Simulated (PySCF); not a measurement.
5-(furan-2-yl)pyrimidine (C8H6N2O), SMILES c1coc(-c2cncnc2)c1. Atoms are numbered in the order given.

```xyz
17

C     -0.5892    -3.1955     0.0000
C      0.7642    -3.0011     0.0000
O      1.0482    -1.6761     0.0000
C     -0.1335    -0.9926     0.0000
C     -0.0638     0.4582     0.0000
C      1.1594     1.1547     0.0000
N      1.2233     2.4844     0.0000
C      0.0633     3.1435     0.0000
N     -1.1553     2.5957     0.0000
C     -1.2146     1.2678     0.0000
C     -1.1759    -1.8907     0.0000
H     -1.1075    -4.1515     0.0000
H      1.6171    -3.6741     0.0000
H      2.1049     0.6032     0.0000
H      0.1139     4.2385     0.0000
H     -2.2138     0.8167     0.0000
H     -2.2360    -1.6499     0.0000
```

The structure is a stationary point at B3LYP-D3(BJ)/def2-SVP. One conformer was computed; it need not be the lowest.

Calculation: CAM-B3LYP/def2-SVP in PySCF.

Question: Estimate the frontier levels, gap, dipole moment and polarisability. (Estimate from the structure and the level; the computed values follow.)

Answer: 
| Property | Result |
|---|---|
| highest occupied level | -7.66 eV |
| lowest empty level | -0.42 eV |
| orbital gap | 7.23 eV |
| dipole moment | 3.13 D |
| quadrupole, principal values (traceless, Buckingham form, about the centre of nuclear charge) | -3.70, 0.20, 3.50 D·Å |
| mean static polarisability | 97.3 bohr³ (14.42 Å³) |
| polarisability, principal values | 43.2, 93.8, 155.0 bohr³ |
